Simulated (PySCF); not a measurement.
C₇H₈NS (doublet state).
Geometry (GFN2-xTB, Å), atoms numbered from 1 in this order:
```
atom  x, y, z in Å
C1     2.9408   -0.0941    0.3444
S2     1.6914   -1.2202   -0.3310
C3     0.1827   -0.3546   -0.1424
C4     0.0793    0.9107    0.4043
C5    -1.1560    1.5233    0.5244
C6    -2.3183    0.8713    0.0946
C7    -2.2482   -0.3743   -0.4551
C8    -0.9986   -1.0590   -0.6058
N9    -1.0142   -2.2419   -1.1370
H10    2.9638    0.8264   -0.2313
H11    2.7403    0.1002    1.3938
H12    3.8857   -0.6178    0.2402
H13    0.9553    1.4400    0.7478
H14   -1.2179    2.5119    0.9535
H15   -3.2719    1.3666    0.2019
H16   -3.1247   -0.8999   -0.7982
H17   -0.0965   -2.6767   -1.2140
```

The hyperfine couplings belong to this conformer and change with its torsions.

Identity: `c1cccc(c1[NH])SC` [radical].

The calculation used UKS B3LYP, pcH-1 on C H N S, non-relativistic, mean-field spin-orbit, GIAO (PySCF 2.14.0). The structure is a single GFN2-xTB conformer in the gas phase; no vibrational or solvent corrections. A GFN2-xTB geometry isn't a minimum of the functional, and hyperfine couplings can be far from their values at a DFT geometry. No stability test was run, so a lower SCF solution isn't excluded. ⟨S²⟩ is 0.784 where a pure state has 0.75.

Problem. Where do the isotropic ENDOR lines of C8, C5, C3, C4, C6, C7, N9, H17, H14 and H16 fall at 3360.9 mT, to first order?

Solution. For S = 1/2 in fast tumbling each set of equivalent nuclei gives two lines, ν± = |νn ± a/2| to first order, with νn = g_N μN B/h and μN/h = 7.62259 MHz/T.

```csv
nuclei,isotope,g_N,νn (MHz),a_iso (MHz),lower line (MHz),upper line (MHz)
C8,13C,1.4048,35.99,-38.06,16.96,55.02
C5,13C,1.4048,35.99,29.70,21.14,50.84
C3,13C,1.4048,35.99,28.79,21.60,50.38
C4,13C,1.4048,35.99,-24.58,23.70,48.28
C6,13C,1.4048,35.99,-23.65,24.17,47.81
C7,13C,1.4048,35.99,22.61,24.68,47.29
N9,14N,0.4038,10.34,17.46,1.62,19.07
H17,1H,5.5857,143.10,-33.73,126.23,159.96
H14,1H,5.5857,143.10,-21.82,132.19,154.01
H16,1H,5.5857,143.10,-17.72,134.24,151.96
```

The rows for 13C, of low natural abundance, apply to labelled samples.

Problem. Which pairs are centred on the nuclear Larmor frequency, and which on half the coupling?

Solution. Centred on νn, since |a| < 2νn: C8, C5, C3, C4, C6, C7, N9, H17, H14 and H16. No pair has |a| > 2νn.

Problem. At what field would the lower line of C6 fall to zero frequency?

Solution. Where νn = |a|/2, that is B = 11.82 MHz/(1.4048 × 7.62259 MHz/T) = 1100 mT, as far as first order holds there.

Couplings of abundant isotopes left out: H13 (7.4 MHz), H15 (7.2 MHz) and H10/H11/H12 (3.1 MHz).

The Mulliken spin populations are largest on N9 (+0.52), C5 (+0.34), C7 (+0.28) and C3 (+0.27). Four atoms exceed +0.15. The positive populations add up to 1.50 and the negative ones to -0.50, together 2S = 1.
